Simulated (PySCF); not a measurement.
Nb (SMILES [Nb]), sextet (core potentials on Nb); B3LYP/def2-SVP run with PySCF.

Here is a job for PySCF.
```python
from pyscf import gto, scf, dft

mol = gto.M(
    atom='''
Nb    0.00000000    0.00000000    0.00000000
''',
    basis='def2-svp',
    ecp={'Nb': 'def2-svp'},
    spin=5,
    verbose=4,
)

mf = dft.UKS(mol)
mf.xc = 'b3lyp'
mf.kernel()
```

The log (banner, timings and long lists left out):

```
PySCF version 2.14.0

[INPUT] verbose = 4
[INPUT] num. atoms = 1
[INPUT] num. electrons = 13
[INPUT] charge = 0
[INPUT] spin (= nelec alpha-beta = 2S) = 5
[INPUT] symmetry False subgroup None
[INPUT] Mole.unit = angstrom
[INPUT] Symbol           X                Y                Z      unit          X                Y                Z       unit  Magmom
[INPUT]  1 Nb     0.000000000000   0.000000000000   0.000000000000 AA    0.000000000000   0.000000000000   0.000000000000 Bohr   0.0

nuclear repulsion = 0
number of shells = 11
number of NR pGTOs = 57
number of NR cGTOs = 31
basis = def2-svp
ecp = {'Nb': 'def2-svp'}

******** <class 'pyscf.dft.uks.UKS'> ********
method = UKS
initial guess = minao
damping factor = 0
level_shift factor = 0
DIIS = <class 'pyscf.scf.diis.CDIIS'>
diis_start_cycle = 1
diis_space = 8
diis_damp = 0
SCF conv_tol = 1e-09
SCF conv_tol_grad = None
SCF max_cycles = 50
direct_scf = True
direct_scf_tol = 1e-13
number electrons alpha = 9  beta = 4
XC library pyscf.dft.libxc version 7.1.2
    S. Lehtola, C. Steigemann, M. J. T. Oliveira, and M. A. L. Marques,  SoftwareX 7, 1–5 (2018)
XC functionals = b3lyp
    P. J. Stephens, F. J. Devlin, C. F. Chabalowski, and M. J. Frisch,  J. Phys. Chem. 98, 11623 (1994)
radial grids:
    Treutler-Ahlrichs [JCP 102, 346 (1995); DOI:10.1063/1.469408] (M4) radial grids

becke partition: Becke, JCP 88, 2547 (1988); DOI:10.1063/1.454033
pruning grids: <function nwchem_prune>
grids dens level: 3
symmetrized grids: False
atomic radii adjust function: <function treutler_atomic_radii_adjust>
small_rho_cutoff = 0
Set gradient conv threshold to 3.16228e-05
tot grids = 22440
init E= -49.7588918038976

cycle= 1 E= -56.3690928329533  delta_E= -6.61  |g|= 0.628  |ddm|= 2.56

cycle= 2 E= -55.0851905420265  delta_E= 1.28  |g|= 1.17  |ddm|= 3.39
cycle= 3 E= -56.7392841916707  delta_E= -1.65  |g|= 0.175  |ddm|=    3
cycle= 4 E= -56.7756991393522  delta_E= -0.0364  |g|= 0.242  |ddm|= 1.28
cycle= 5 E= -56.8076191042234  delta_E= -0.0319  |g|= 0.144  |ddm|= 0.283
cycle= 6 E= -56.8252027175223  delta_E= -0.0176  |g|= 0.00458  |ddm|= 0.456
cycle= 7 E= -56.8252307110501  delta_E= -2.8e-05  |g|= 0.00149  |ddm|= 0.0149
cycle= 8 E= -56.8252445778791  delta_E= -1.39e-05  |g|= 0.00135  |ddm|= 0.0102
cycle= 9 E= -56.8252768073638  delta_E= -3.22e-05  |g|= 0.0011  |ddm|= 0.0261
cycle= 10 E= -56.8253307590705  delta_E= -5.4e-05  |g|= 0.000843  |ddm|= 0.0497
cycle= 11 E= -56.8254044977626  delta_E= -7.37e-05  |g|= 0.00127  |ddm|= 0.117
cycle= 12 E= -56.8253987284463  delta_E= 5.77e-06  |g|= 0.000441  |ddm|= 0.0208
cycle= 13 E= -56.8254057283376  delta_E= -7e-06  |g|= 0.00142  |ddm|= 0.0801
cycle= 14 E= -56.8254088357492  delta_E= -3.11e-06  |g|= 0.000632  |ddm|= 0.0175
cycle= 15 E= -56.8254093358636  delta_E= -5e-07  |g|= 3.25e-05  |ddm|= 0.00791
cycle= 16 E= -56.8254093402914  delta_E= -4.43e-09  |g|= 1.05e-05  |ddm|= 0.00117
cycle= 17 E= -56.8254093404132  delta_E= -1.22e-10  |g|= 9.04e-07  |ddm|= 0.000135
Extra cycle  E= -56.8254093404176  delta_E= -4.43e-12  |g|= 5.65e-07  |ddm|= 5.29e-06
converged SCF energy = -56.8254093404176  <S^2> = 8.7504683  2S+1 = 6.0001561
```
